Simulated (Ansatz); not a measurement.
Harmonic frequencies (cm⁻¹) at PBE0-D4/def2-TZVP from Ansatz: 189, 202, 502, 554, 618, 807, 828, 906, 964, 1067, 1154, 1250, 1347, 1427, 1455, 1635, 2611, 3030, 3068, 3611, 3718.

Each molecule was computed in one conformer, which needn't be the lowest.

**Question.** Which molecule is it?
A. `CNBF`
B. `FC1=C[NH][AlH][O]1`
C. `NCBF`
D. `NBCF`

**Answer.** D.
